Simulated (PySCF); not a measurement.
H$_{2}$Zn (SMILES [ZnH2]), singlet, geometry from GFN2-xTB (such geometries of metal compounds can be far from the true shape), with bond 3-1 at 2.0 times its length. Base run: B3LYP/def2-SV(P) in PySCF.

Geometry (Å):
```xyz
3

Zn     0.0000     0.0000     0.0000
H      0.0000     0.0000    -1.4993
H      0.0000     0.0000     2.9985
```
Charge 0, spin multiplicity 1.
All else is at PySCF's defaults.
Base energy -1780.23614 Eh.

The base run was repeated with changes; each row names its change, and settings that it needs were set with it.

| change | ΔE vs base (mEh) | SCF cycles |
|---|---|---|
| base | 0.000 | 10 |
| conv_tol = 1e-11 | 0.000 | 11 |
| solver = newton | 0.000 | - |
| damp = 0.5; diis_start_cycle = 5 | 0.000 | 14 |
| init_guess = huckel | 0.000 | 13 |
| DIIS = ADIIS | 0.000 | 23 |
| conv_tol = 1e-6 | 0.000 | 8 |
| diis_space = 4 | 0.000 | 9 |
| init_guess = atom | 0.000 | 9 |
| level_shift = 1.0 (with mf.max_cycle = 100) | 0.000 | 78 |
| level_shift = 0.3 (with mf.max_cycle = 100) | 0.000 | 28 |
| init_guess = mod_huckel | 0.000 | 12 |
| diis = off; damp = 0.6 (with mf.diis_start_cycle = 200; with mf.max_cycle = 150) | 0.000 | 19 |
